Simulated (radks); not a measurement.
The numbers below are computed, except where a source is named.
Q: Coherent X-ray form factor from a spherical all-electron density. Code: a radial shooting solver on a logarithmic mesh with Libxc functionals. Model: scalar-relativistic Kohn-Sham, PBE, spin-unpolarised, spherical densities, finite nucleus; Fermi nuclear charge, rms radius of each element as measured or else 0.836 A^(1/3) + 0.57 fm.

sin(theta)/lambda (1/angstrom),f0 (electrons)
0.05,52.921
0.1,50.143
0.15,46.621
0.2,43.125
0.25,39.994
0.3,37.263
0.4,32.664
0.5,28.779
0.6,25.471
0.8,20.617
1,17.572
1.25,14.857
1.5,12.463
2,8.534

The species is in the configuration that NIST lists as its ground one. Which atom or ion scatters so?

A: Neutral xenon, [Xe]. Extrapolating in s^2 from the first two rows gives f0(0) = 53.8, near the electron count 54; among species with that count, the fall with angle is slower the higher Z, and the table is that of Z = 54; from so few rows the species is fixed only to a neighbour or two.
